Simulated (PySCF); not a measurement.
silacyclobutane cation (C₃H₈Si), SMILES C1C[SiH2]C1 (connectivity only; charge and spin as stated), charge +1, multiplicity 2.

Geometry: B3LYP-D3(BJ)/def2-SVP. The geometry has at least one imaginary mode, so it is a saddle point at that level. The spin state was assumed, not searched.

The numbers are results of M06-2X/def2-TZVP in PySCF, not measurements.

Isolated molecule, no solvent.

```yaml
total_energy: -408.22760 hartree
point_group: C2v
"α spin, highest occupied and lowest empty level": -14.00 and -5.25 eV
"β spin, highest occupied and lowest empty level": -15.35 and -9.07 eV
dipole_moment_about_the_centre_of_nuclear_charge: 0.63 D
mean_static_polarisability: 56.6 bohr³ (8.39 Å³)
polarisability_principal_values: 47.5, 58.0, 64.5 bohr³
"⟨S²⟩": 0.753 (pure state 0.75)
```
